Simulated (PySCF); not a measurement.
Vertical excitations of a molecule C5H6O2 from TDDFT-M06-2X/def2-SVPD in PySCF, as energy in eV (oscillator strength): 5.58 (0.003), 5.93 (0.000), 6.97 (0.000), 7.02 (0.005), 7.53 (0.006), 7.66 (0.033), 7.90 (0.017), 7.91 (0.027), 8.08 (0.089), 8.47 (0.008). Lowest triplet (TDA): 5.19 eV. Coordinates come from a B3LYP-D3(BJ)/def2-SVP optimisation. Other conformers were not sampled.

Which molecule gave these data?
A) C[C@@]1(C=O)C=CO1
B) C#C[C@H](C)C(=O)O
C) C1=C[C@H]2CO[C@@H]1O2
D) C=C1OCOC1=C

B, C#C[C@H](C)C(=O)O
